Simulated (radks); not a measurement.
Excited configurations of the rubidium ion Rb3+: one electron is placed in a higher orbital outside [Ar] 3d10 4s2 4p3. The ground configuration is [Ar] 3d10 4s2 4p4. Method: scalar-relativistic Kohn-Sham, PBE, spin-unpolarised, spherical densities, finite nucleus; Fermi nuclear charge, rms radius 4.2036 fm; computed with a radial shooting solver on a logarithmic mesh with Libxc functionals. Excitation = E - E(ground); binding = E(ion) - E, where the ion is the core of charge +4; n* = 4/sqrt(2 binding) in atomic units, and the quantum defect is n - n*.

\begin{tabular}{lrrrrr}
outer orbital & excitation (eV) & binding (eV) & quantum defect & eigenvalue (eV) & <r> (bohr) \\ \hline
4d & 23.607 & 29.962 & 1.305 & -24.833 & 2.144 \\
4f & 38.778 & 14.792 & 0.164 & -12.098 & 3.868 \\
5p & 31.482 & 22.087 & 1.861 & -19.315 & 3.596 \\
6s & 38.738 & 14.832 & 2.169 & -13.225 & 5.651 \\
6p & 40.727 & 12.842 & 1.883 & -11.402 & 6.305 \\
6d & 43.800 & 9.769 & 1.279 & -8.621 & 7.840 \\
6f & 46.719 & 6.850 & 0.363 & -6.043 & 10.62 \\
7s & 44.150 & 9.420 & 2.193 & -8.464 & 8.860 \\
7p & 45.172 & 8.398 & 1.909 & -7.527 & 9.724 \\
7d & 46.828 & 6.741 & 1.317 & -6.021 & 11.68 \\
\end{tabular}

The Delta-SCF ionisation energy is 53.569 eV (NIST Atomic Spectra Database: 52.2 eV, semi-empirical). Self-interaction in the functional shifts the binding energies and quantum defects, so they are the method's values and not measured ones. Spin polarisation and multiplet splitting are left out, so open shells lie too high by an amount that depends on their filling.

Beside tabulated values, note that spin-unpolarised runs miss the spin-polarisation part of the exchange energy of open shells.
